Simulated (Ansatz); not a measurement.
Stepwise reaction of `N#[C][Ge]([Cl])([Cl])[C]#N` with hydrogen chloride, as a gas-phase model of exchange steps in deposition or etching. ΔE in kJ/mol; ΔG adds harmonic PBE0-D4 terms to CCSD(T)/CBS, at 1 bar.

Computed with Ansatz on PBE0-D4/def2-TZVP structures; ΔE is electronic, products minus reactants. CBS: MP2 limit from def2 TZ/QZ plus the TZ coupled-cluster correction, frozen cores. This one scheme is used for every species. Functionals use def2-TZVPP. B3LYP here is the variant with VWN-RPA as its local correlation; programs differ in this. For Ge outer-core shells are correlated without core-valence functions, which leaves a few kJ/mol of doubt a bond. Scalar relativity is left out up to krypton.

| step | reaction | PBE-D4 | B3LYP-D4 | ωB97M-V | CCSD(T)/CBS | ΔG(500 K) |
| --- | --- | --- | --- | --- | --- | --- |
| 1 | `N#[C][Ge]([Cl])([Cl])[C]#N` + HCl → `N#[C][Ge]([Cl])([Cl])[Cl]` + `C#N` | -68.7 | -70.5 | -69.7 | -66.4 | -58.4 |
| 2 | `N#[C][Ge]([Cl])([Cl])[Cl]` + HCl → `[Cl][Ge]([Cl])([Cl])[Cl]` + `C#N` | -66.4 | -68.5 | -67.4 | -64.2 | -52.1 |

Task: By hand: ΔE of the 2 steps together at CCSD(T)/CBS.

Result: (-66.4) + (-64.2) = -130.6 kJ/mol, or -65.3 kJ/mol a step.

In ΔE the steps differ by no more than 2.2 kJ/mol. All are downhill at CCSD(T)/CBS. ΔG lies between -58.4 and -52.1 kJ/mol a step. PBE-D4 differs from CCSD(T)/CBS by -2.3 to -2.2 kJ/mol a step. Only this route is followed, and other bonds may react first. Isolated molecules leave out the surface, adducts and barriers. Largest T1 diagnostic: 0.014.
